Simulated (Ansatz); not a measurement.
Steps of a relaxation of BH7OSSi2 (`[SiH3]O[SiH2]BS`) with RKS PBE0-D4/def2-TZVP.

```sh
$ ansatz run in.yaml --threads 4 --pin off --events-out ev --progress --plain --max-ram 10444MiB
```

```yaml
crystal:
  periodic: [false, false, false]
  atoms:
    - {symbol: Si, position_ang: [-1.255270, 0.647603, 1.730913]}
    - {symbol: O, position_ang: [-0.421452, 0.093992, 0.383411]}
    - {symbol: Si, position_ang: [1.113012, 0.282141, -0.321348]}
    - {symbol: B, position_ang: [1.109234, -0.893853, -1.948390]}
    - {symbol: S, position_ang: [-0.360373, -1.819610, -2.299964]}
    - {symbol: H, position_ang: [-1.420663, 2.142951, 1.679352]}
    - {symbol: H, position_ang: [-2.605935, -0.008026, 1.725357]}
    - {symbol: H, position_ang: [-0.524430, 0.282533, 2.996844]}
    - {symbol: H, position_ang: [2.171129, -0.105198, 0.685710]}
    - {symbol: H, position_ang: [1.332596, 1.739993, -0.649612]}
    - {symbol: H, position_ang: [2.034033, -1.037607, -2.723387]}
    - {symbol: H, position_ang: [-1.094982, -1.380018, -1.224987]}
basis:
  gaussian: {orbitals: def2-TZVP}
hamiltonian: {xc: pbe0, dispersion: d4}
relax: {f_tol: 0.005, max_steps: 150}
```

Positions (Å) and forces (eV/Å) along the path, 8 of 8 steps:

```xyz
12
step=1 energy=-29418.8987 eV
Si   -1.255    0.648    1.731    0.402   -0.244   -0.575
O    -0.421    0.094    0.383    0.442    0.533    0.496
Si    1.113    0.282   -0.321   -0.725    0.056    0.541
B     1.109   -0.894   -1.948    0.131   -0.164   -0.275
S    -0.360   -1.820   -2.300   -0.029    0.358    0.515
H    -1.421    2.143    1.679    0.058   -0.340   -0.021
H    -2.606   -0.008    1.725    0.307    0.132   -0.029
H    -0.524    0.283    2.997   -0.147    0.075   -0.324
H     2.171   -0.105    0.686   -0.259    0.065   -0.224
H     1.333    1.740   -0.650   -0.077   -0.321    0.066
H     2.034   -1.038   -2.723   -0.384    0.066    0.315
H    -1.095   -1.380   -1.225    0.280   -0.216   -0.485
12
step=2 energy=-29418.9653 eV
Si   -1.238    0.655    1.732    0.268   -0.230   -0.503
O    -0.421    0.102    0.396    0.336    0.328    0.263
Si    1.094    0.282   -0.308   -0.616   -0.072    0.309
B     1.103   -0.891   -1.931   -0.003   -0.059   -0.128
S    -0.346   -1.824   -2.316    0.014    0.190    0.259
H    -1.395    2.135    1.668    0.015   -0.073    0.011
H    -2.574    0.003    1.721    0.060    0.046    0.026
H    -0.504    0.290    2.977   -0.038    0.029   -0.064
H     2.137   -0.108    0.690   -0.043    0.022   -0.059
H     1.303    1.726   -0.637    0.000   -0.078    0.006
H     2.023   -1.017   -2.691   -0.100    0.008    0.095
H    -1.104   -1.409   -1.267    0.107   -0.111   -0.215
12
step=3 energy=-29418.9870 eV
Si   -1.223    0.657    1.724   -0.039   -0.021   -0.011
O    -0.420    0.110    0.405    0.046    0.035    0.035
Si    1.069    0.280   -0.295   -0.035   -0.013   -0.071
B     1.095   -0.874   -1.928   -0.022   -0.079    0.079
S    -0.330   -1.829   -2.327    0.032    0.013   -0.026
H    -1.372    2.133    1.666   -0.007    0.026   -0.006
H    -2.560    0.017    1.727   -0.022    0.000    0.014
H    -0.490    0.297    2.964    0.014   -0.014    0.023
H     2.115   -0.111    0.692    0.023   -0.016    0.005
H     1.287    1.716   -0.628    0.011    0.036    0.000
H     2.024   -1.003   -2.665    0.011    0.028   -0.039
H    -1.117   -1.448   -1.300   -0.012    0.003   -0.004
12
step=4 energy=-29418.9873 eV
Si   -1.223    0.658    1.726   -0.031   -0.018   -0.012
O    -0.419    0.111    0.408    0.042    0.026    0.023
Si    1.068    0.280   -0.294   -0.029    0.011   -0.034
B     1.095   -0.873   -1.925    0.002   -0.104    0.012
S    -0.324   -1.830   -2.333    0.002    0.003   -0.020
H    -1.371    2.135    1.668   -0.009    0.030   -0.006
H    -2.560    0.019    1.730   -0.026   -0.002    0.013
H    -0.491    0.299    2.967    0.015   -0.015    0.028
H     2.116   -0.109    0.692    0.022   -0.016    0.000
H     1.286    1.716   -0.626    0.012    0.029   -0.005
H     2.019   -1.007   -2.668    0.021    0.052   -0.005
H    -1.119   -1.455   -1.311   -0.020    0.005    0.007
12
step=5 energy=-29418.9878 eV
Si   -1.223    0.663    1.732   -0.049   -0.006    0.025
O    -0.418    0.114    0.416    0.015    0.021    0.011
Si    1.065    0.279   -0.294    0.036   -0.067   -0.017
B     1.101   -0.894   -1.914   -0.068    0.092   -0.060
S    -0.324   -1.830   -2.352    0.032   -0.022    0.003
H    -1.375    2.139    1.669    0.002    0.008   -0.002
H    -2.561    0.024    1.742   -0.008   -0.001    0.002
H    -0.489    0.305    2.974    0.006   -0.001    0.007
H     2.118   -0.111    0.687    0.014    0.007    0.018
H     1.285    1.715   -0.631    0.002   -0.004   -0.021
H     2.024   -0.991   -2.664    0.023   -0.030    0.025
H    -1.127   -1.468   -1.331   -0.005    0.004    0.009
12
step=6 energy=-29418.9891 eV
Si   -1.224    0.663    1.735   -0.026   -0.011   -0.001
O    -0.418    0.116    0.417    0.027    0.026    0.018
Si    1.065    0.279   -0.294   -0.010   -0.021   -0.018
B     1.097   -0.885   -1.921   -0.023    0.003   -0.011
S    -0.318   -1.841   -2.348    0.007    0.019   -0.002
H    -1.375    2.141    1.673    0.001    0.002    0.000
H    -2.563    0.025    1.743   -0.002    0.000    0.001
H    -0.491    0.303    2.977    0.001    0.000    0.001
H     2.119   -0.112    0.687    0.006   -0.002   -0.003
H     1.287    1.714   -0.634    0.003    0.001   -0.005
H     2.026   -0.993   -2.663    0.012   -0.005    0.014
H    -1.129   -1.465   -1.338    0.004   -0.013    0.007
12
step=7 energy=-29418.9903 eV
Si   -1.231    0.662    1.738   -0.001    0.008    0.013
O    -0.388    0.138    0.437    0.021    0.002   -0.012
Si    1.084    0.284   -0.298   -0.012   -0.008   -0.003
B     1.088   -0.885   -1.920   -0.006    0.000    0.004
S    -0.332   -1.835   -2.339   -0.006    0.005    0.010
H    -1.402    2.138    1.684    0.003   -0.003    0.001
H    -2.561    0.007    1.710   -0.012   -0.006   -0.001
H    -0.523    0.300    2.994   -0.001    0.003   -0.002
H     2.151   -0.112    0.667   -0.002    0.004   -0.003
H     1.313    1.715   -0.652    0.001   -0.004    0.002
H     2.014   -1.000   -2.665    0.001    0.000   -0.001
H    -1.136   -1.465   -1.321    0.014   -0.001   -0.009
12
step=8 energy=-29418.9903 eV
Si   -1.233    0.661    1.738    0.002    0.001   -0.001
O    -0.385    0.140    0.438   -0.004    0.000    0.003
Si    1.085    0.283   -0.299    0.005    0.001   -0.001
B     1.088   -0.885   -1.921    0.000    0.000    0.000
S    -0.335   -1.834   -2.337    0.001    0.002    0.002
H    -1.405    2.137    1.686    0.000   -0.001   -0.001
H    -2.562    0.004    1.706   -0.001    0.000   -0.001
H    -0.527    0.300    2.996   -0.001    0.000   -0.001
H     2.154   -0.112    0.664   -0.001    0.000   -0.001
H     1.316    1.714   -0.653    0.000   -0.002    0.000
H     2.013   -1.001   -2.667   -0.002    0.001    0.001
H    -1.133   -1.463   -1.316   -0.001   -0.001    0.000
```

It took 37 s on 4 threads of an Arm Neoverse V1 on a shared host, with 0.65 GiB of host memory at the peak.
